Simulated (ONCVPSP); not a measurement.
**Ag (Z = 47): one change to an ONCV potential, before and after**

ONCVPSP 4.0.1 input, shortened (lines: element, Z, core and valence counts, functional; n l f; lmax; l rc ep ncon nbas qcut; lloc lpopt rc5 dvloc0; l nproj debl; icmod fcfact rcfact), PBEsol, fully relativistic:

```
  Ag 47.00    6    4  -116133      upf
    1    0    2.00
    2    0    2.00
    2    1    6.00
    3    0    2.00
    3    1    6.00
    3    2   10.00
    4    0    2.00
    4    1    6.00
    4    2   10.00
    5    0    1.00
    2
    0    1.35    0.00    4    9   10.90
    1    0.95    0.00    3    6   10.00
    2    1.30    0.00    4    8    8.60
    4    4    0.70    0.00
    0    2    2.20
    1    1    0.80
    2    1    2.00
    2    0.60    0.80
```

Open shells are filled in proportion to 2j + 1.

All-electron outer shells of the reference configuration (PBEsol, scalar-relativistic, ld1.x):

```csv
shell,level (eV),outermost node (bohr),outermost maximum (bohr)
3d,-358.49,–,0.27
4s,-94.97,0.44,0.82
4p,-58.51,0.44,0.87
4d,-7.45,0.43,1.04
5s,-4.42,1.11,2.49
```

Change: all radii but the core radius scaled by about 1.33 (s 1.80, p 1.26, d 1.72 bohr); local potential polynomial inside 0.94 bohr (lpopt 4, dvloc0 0 Ha).

Cutoffs: the cutoffs (Ha) at which the residual kinetic energy of the hardest occupied pseudo-wave falls to 1 and 0.1 mHa per electron; they do not see the model core or the augmentation charge, which bear on the density cutoff. Errors are all-electron minus pseudo energies relative to the spin-unpolarised reference configuration.

How do hardness, ghosts and transferability respond?

The potential gets softer (47 Ha and 113 Ha → 35 Ha and 42 Ha); of the 4 tests that both files solve, the error grows in 0 and shrinks in 2 by more than 15 % and 0.3 meV (median size 7.0 → 2.6 meV); neither file shows a bound ghost. A larger radius leaves more room for a smooth pseudo-wave, so fewer plane waves are needed.

| quantity | base | changed |
| --- | --- | --- |
| cutoff, loose | 47 Ha | 35 Ha |
| cutoff, tight | 113 Ha | 42 Ha |
| loose cutoff by channel | s 38 Ha, p 47 Ha, d 32 Ha | s 32 Ha, p 35 Ha, d 28 Ha |
| bound ghosts | none | none |
| GHOST(+) flags under 300 eV | s at 158.9 eV | s at 260.3 eV |
| error for 4s2 4p6 4d10 5s0, meV [ΔE 7.75 eV] | +0.2 | +0.2 |
| error for 4s2 4p6 4d9 5s0, meV [ΔE 29.86 eV] | +2.0 | -0.4 |
| error for 4s2 4p6 4d8 5s0, meV [ΔE 66.04 eV] | +12 | +4.8 |
| error for 4s2 4p6 4d9 5s1 5p1, meV [ΔE 8.60 eV] | +48 | +54 |
| rms error of d²Exc/dni dnj with the model core, mHa | 5.05 | 4.59 |
